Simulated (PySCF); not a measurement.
ClH5SSi2, SMILES S([SiH3])[SiH2]Cl. Atoms are numbered in the order given.

```xyz
9

Si    -1.9557     0.3137    -0.3886
S     -0.3209    -0.8328    -1.2183
Si     1.2917     0.1777    -0.2591
Cl     1.0300     0.2195     1.7952
H     -2.3502    -0.2049     0.9502
H     -1.5540     1.7471    -0.2782
H     -3.0855     0.1622    -1.3468
H      1.3859     1.5942    -0.7027
H      2.5249    -0.5850    -0.5802
```
Charge 0, spin multiplicity 1.

Geometry optimised at PBE0-D3(BJ)/def2-SVP. The structure was generated by enumeration, and PubChem lists no compound with its InChIKey, so it may never have been made. Other conformers were not sampled.

Method: PySCF 2.14.0 with TDDFT-PBE/def2-SVPD.

Vertical excitations. The molecule is in vacuum.

```
state  energy (eV)  λ (nm)      f                                                main pairs
-----  -----------  ------  -----  --------------------------------------------------------
S1            5.43     228  0.011                                            HOMO→LUMO 98 %
S2            5.62     220  0.018                                          HOMO→LUMO+1 98 %
S3            5.93     209  0.005                                          HOMO→LUMO+2 98 %
S4            6.36     195  0.013                        HOMO→LUMO+3 68 %, HOMO→LUMO+4 25 %
S5            6.41     193  0.004      HOMO→LUMO+4 63 %, HOMO−1→LUMO 21 %, HOMO→LUMO+3 14 %
S6            6.47     192  0.017                        HOMO−1→LUMO 68 %, HOMO→LUMO+3 11 %
S7            6.63     187  0.001                                          HOMO−2→LUMO 84 %
S8            6.68     185  0.025  HOMO−1→LUMO+1 61 %, HOMO−2→LUMO+1 17 %, HOMO−2→LUMO 15 %
S9            6.87     180  0.046                    HOMO−2→LUMO+1 70 %, HOMO−1→LUMO+1 14 %
S10           6.92     179  0.000                      HOMO→LUMO+5 71 %, HOMO−1→LUMO+2 26 %
T1            5.14     241      0                                            HOMO→LUMO 98 %
T2            5.28     235      0                                          HOMO→LUMO+1 98 %
T3            5.66     219      0                                          HOMO→LUMO+2 98 %
T4            6.12     203      0                        HOMO→LUMO+3 75 %, HOMO→LUMO+4 15 %
```
Triplets are in the Tamm–Dancoff approximation, which puts them higher than full response would, so one can lie above its singlet here.
